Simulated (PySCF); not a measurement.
Cost of one run: shielding job, `C=CC(=O)O[C@H](C)C(F)(F)F`.

Method: GIAO PBE0/pcSseg-1 NMR shielding, non-relativistic, gas phase (PySCF 2.14.0, density-fitted response routines). Geometry: GFN2-xTB. Work: shieldings, charges and field gradients, density fitting. The input is one job of a driver script: a line of settings, then coordinates in Å.

Input:
```
{"job": {"kind": "nmr", "xc": "PBE0", "basis": "pcSseg-1"}, "charge": 0, "multiplicity": 1}
C      3.602928     0.298421     0.042820
C      2.345855     0.718781     0.014900
C      1.232070    -0.234789    -0.122858
O      1.321831    -1.426813    -0.244858
O      0.046217     0.424596    -0.106076
C     -1.135672    -0.353274    -0.190667
C     -2.055200     0.188147    -1.275771
C     -1.827870    -0.295027     1.177044
F     -1.007411    -0.648289     2.171456
F     -2.289328     0.925868     1.469838
F     -2.880163    -1.125480     1.223057
H      3.823852    -0.753583    -0.039513
H      4.432540     0.975616     0.149574
H      2.064187     1.756785     0.099235
H     -0.858895    -1.402925    -0.371903
H     -2.269011     1.237352    -1.085925
H     -1.569493     0.094913    -2.242935
H     -2.985197    -0.373981    -1.285741
```

Hardware: one thread of an x86-64 server, on a shared host.

How large is the basis?

222 functions for 86 electrons, with 1149 fitting functions; the fitted three-index integrals, 1149 × 222 × 223/2 numbers of 8 bytes, come to 220 MiB.

Question: Which is nearest to the wall time?
A. 9.2 min
B. 69 s
C. 69 min

Answer: B. The run took 69 s. The SCF took 14 cycles.

The SCF part of the output:
```
coarse grid: 16288 points
cycle   1  E = -681.6913926591  dE =  1.890e+00  |g| = 1.219e+00  |ddm| = 3.770e+00
cycle   2  E = -681.2156470351  dE =  4.757e-01  |g| = 2.061e+00  |ddm| = 2.041e+00
cycle   3  E = -681.9307007819  dE = -7.151e-01  |g| = 3.516e-01  |ddm| = 1.530e+00
cycle   4  E = -681.9528057502  dE = -2.210e-02  |g| = 1.003e-01  |ddm| = 2.910e-01
cycle   5  E = -681.9543414734  dE = -1.536e-03  |g| = 2.827e-02  |ddm| = 6.513e-02
cycle   6  E = -681.9545087691  dE = -1.673e-04  |g| = 6.928e-03  |ddm| = 2.274e-02
cycle   7  E = -681.9545171895  dE = -8.420e-06  |g| = 2.480e-03  |ddm| = 6.176e-03
final grid: 162080 points
cycle   8  E = -682.0604895785  dE = -4.274e-05  |g| = 1.547e-02  |ddm| = 3.312e-02
cycle   9  E = -682.0604241744  dE =  6.540e-05  |g| = 2.455e-02  |ddm| = 2.579e-02
cycle  10  E = -682.0605324209  dE = -1.082e-04  |g| = 2.470e-03  |ddm| = 1.679e-02
cycle  11  E = -682.0605334711  dE = -1.050e-06  |g| = 5.922e-04  |ddm| = 1.806e-03
cycle  12  E = -682.0605335278  dE = -5.667e-08  |g| = 2.005e-04  |ddm| = 5.346e-04
cycle  13  E = -682.0605335364  dE = -8.635e-09  |g| = 5.129e-05  |ddm| = 1.738e-04
cycle  14  E = -682.0605335369  dE = -4.720e-10  |g| = 1.649e-05  |ddm| = 4.168e-05
converged SCF energy = -682.0605335369
```

On the final grid dE counts from the start density on that grid.

Times come from a shared host and carry two figures at best.
